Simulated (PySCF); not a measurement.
[La(NH3)]3+ relaxed at several levels

Computed with PySCF 2.14.0, def2-SVP on the ligands, density fitting, scalar-relativistic core potentials, no spin-orbit coupling, vacuum. Each row is relaxed at its own level from the same template. Distances are means of the shortest metal–ligand contacts, charges and spins Mulliken's; removal energies are rigid, with the ligand's formal charge and no counterpoise, so too large; for an anion taken off a cation in vacuum most of it is the attraction of opposite charges, and multiply charged cations can part far more cheaply with an electron moved from ligand to metal. lcecp potentials hold a fixed number of 4f electrons in the core, out of states, spins and gaps.

| level | basis on the metal | point group | M–NH3 (Å) | charge on M (e) | HOMO–LUMO gap (eV) | removal of one NH3 (eV) | strongest infrared band, degenerate modes summed (cm⁻¹) | unstable modes (below −25 cm⁻¹) |
| --- | --- | --- | --- | --- | --- | --- | --- | --- |
| PBE | lcecp-1-SVP with ECP46 | C3v | 2.486 | 2.48 | – | 5.14 | – | not given |
| PBE0 | def2-SVP with ECP46 | C3v | 2.478 | 2.50 | 7.11 | 4.99 | – | 0 |

What does the calculation give for PBE0, lcecp-1-SVP with ECP46?

point group: C3v, M–NH3 (Å): 2.478, charge on M (e): 2.53, removal of one NH3 (eV): 4.97, strongest infrared band, degenerate modes summed (cm⁻¹): 3332, unstable modes (below −25 cm⁻¹): 0.
```xyz
5

La    0.0000    0.0000   -0.2150
N     0.0000    0.0000    2.2628
H     0.9394    0.0000    2.7191
H    -0.4697    0.8135    2.7191
H    -0.4697   -0.8135    2.7191
```

One start shape was tried for each, so a minimum needn't be the lowest isomer.
